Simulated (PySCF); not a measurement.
C2H6Cd, SMILES C[CH2][CdH].

Coordinates come from a B3LYP-D3(BJ)/def2-SVP optimisation. The def2 effective core potentials stand for the cores of Cd; spin–orbit coupling is left out.

Computed with TDA-ωB97X/def2-SVPD (PySCF).

Vertical excitations. Gas-phase values at a fixed geometry. State labels are in the subgroup Cs.

```json
[
 {"state": "S1", "symmetry": "A'", "energy (eV)": "5.34", "λ (nm)": "232", "f": "0.001", "main pairs": "HOMO→LUMO 96 %"},
 {"state": "S2", "symmetry": "A\"", "energy (eV)": "5.40", "λ (nm)": "230", "f": "0.000", "main pairs": "HOMO→LUMO+1 96 %"},
 {"state": "S3", "symmetry": "A'", "energy (eV)": "6.75", "λ (nm)": "184", "f": "0.319", "main pairs": "HOMO→LUMO+2 87 %"},
 {"state": "S4", "symmetry": "A'", "energy (eV)": "7.68", "λ (nm)": "161", "f": "0.357", "main pairs": "HOMO−1→LUMO 93 %"},
 {"state": "S5", "symmetry": "A\"", "energy (eV)": "7.76", "λ (nm)": "160", "f": "0.351", "main pairs": "HOMO−1→LUMO+1 95 %"},
 {"state": "S6", "symmetry": "A'", "energy (eV)": "8.29", "λ (nm)": "150", "f": "0.418", "main pairs": "HOMO→LUMO+3 75 %"},
 {"state": "S7", "symmetry": "A\"", "energy (eV)": "8.55", "λ (nm)": "145", "f": "0.006", "main pairs": "HOMO−2→LUMO 86 %"},
 {"state": "S8", "symmetry": "A'", "energy (eV)": "8.66", "λ (nm)": "143", "f": "0.293", "main pairs": "HOMO−1→LUMO+2 49 %, HOMO→LUMO+4 32 %"},
 {"state": "S9", "symmetry": "A'", "energy (eV)": "8.73", "λ (nm)": "142", "f": "0.031", "main pairs": "HOMO→LUMO+4 35 %, HOMO→LUMO+5 16 %, HOMO−1→LUMO+2 14 %, HOMO−2→LUMO+1 13 %"},
 {"state": "S10", "symmetry": "A'", "energy (eV)": "8.87", "λ (nm)": "140", "f": "0.147", "main pairs": "HOMO−2→LUMO+1 72 %, HOMO→LUMO+4 13 %"},
 {"state": "T1", "symmetry": "A'", "energy (eV)": "5.14", "λ (nm)": "241", "f": "0", "main pairs": "HOMO→LUMO 94 %"},
 {"state": "T2", "symmetry": "A\"", "energy (eV)": "5.22", "λ (nm)": "238", "f": "0", "main pairs": "HOMO→LUMO+1 95 %"},
 {"state": "T3", "symmetry": "A'", "energy (eV)": "5.47", "λ (nm)": "227", "f": "0", "main pairs": "HOMO→LUMO+2 88 %"},
 {"state": "T4", "symmetry": "A'", "energy (eV)": "6.94", "λ (nm)": "179", "f": "0", "main pairs": "HOMO−1→LUMO 92 %"}
]
```
Triplets are in the Tamm–Dancoff approximation.
